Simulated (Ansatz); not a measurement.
Reaction (hydrogenolysis of a C–Cl bond): `CB(C)CCl` + H₂ → `CB(C)C` + HCl

Program: Ansatz. Geometries: PBE0-D4/def2-TZVP. ΔE: electronic, gas phase. CCSD(T)/CBS is the MP2 limit (def2-TZVPP, def2-QZVPP) plus CCSD(T) − MP2 in def2-TZVPP, frozen cores. This one scheme is used for every species. Each species was taken in one conformer, which may not be the lowest.

`CB(C)CCl`:

Z-matrix (Å, degrees):
```
C
B 1 1.564
H 1 1.093 2 113.7
H 1 1.101 2 106.6 3 -116.7
H 1 1.092 2 114.1 3 126.3
C 2 1.564 1 122.6 3 -157.0
C 2 1.581 1 118.7 3 25.6
H 6 1.093 2 113.6 1 156.1
H 6 1.101 2 106.6 1 -87.3
H 6 1.092 2 114.2 1 29.8
Cl 7 1.807 2 96.2 1 -91.1
H 7 1.089 2 117.2 1 156.4
H 7 1.089 2 117.2 1 21.4
```

H₂:

```xyz
2

H    -0.183   -0.300    0.126
H     0.183    0.300   -0.126
```

`CB(C)C`:

Z-matrix (Å, degrees):
```
C
B 1 1.569
H 1 1.092 2 115.0
H 1 1.094 2 113.3 3 -126.8
H 1 1.101 2 106.5 3 117.9
C 2 1.568 1 119.6 3 158.5
C 2 1.568 1 120.6 3 -23.6
H 6 1.101 2 105.8 1 -93.9
H 6 1.093 2 114.1 1 150.3
H 6 1.093 2 114.6 1 22.8
H 7 1.101 2 106.3 1 -84.1
H 7 1.093 2 114.2 1 159.4
H 7 1.093 2 114.2 1 32.3
```

HCl:

Cartesian coordinates in Å:
```
Cl 0.339 0.320 -0.438
H -0.339 -0.320 0.438
```

```tsv
level	ΔE (kJ/mol)
CCSD(T)/def2-TZVPP	-86.2
HF/def2-QZVPP	-104.3
```

Question: What does CCSD(T)/CBS give? (Estimate.)

Answer: Ansatz gave: -84.4 kJ/mol. The listed levels differ from it by -1.8, -19.9 kJ/mol.

Largest T1 diagnostic among the species: 0.010.

The D4 term adds +9.5 kJ/mol with B3LYP and +5.1 kJ/mol with PBE0; it sums over pairs of atoms, weighted by their polarisabilities, and B3LYP, whose exchange is more repulsive, gets the larger term. From PBE to PBE0 (25 % exact exchange), in def2-TZVPP and without D4, ΔE moves by −5.7 kJ/mol. In def2-TZVPP, CCSD(T) changes the Hartree–Fock value by +17.6 kJ/mol (the triples alone add +5.9 kJ/mol) and MP2 by +21.5 kJ/mol.

B3LYP here is the variant with VWN-RPA as its local correlation; programs differ in this.
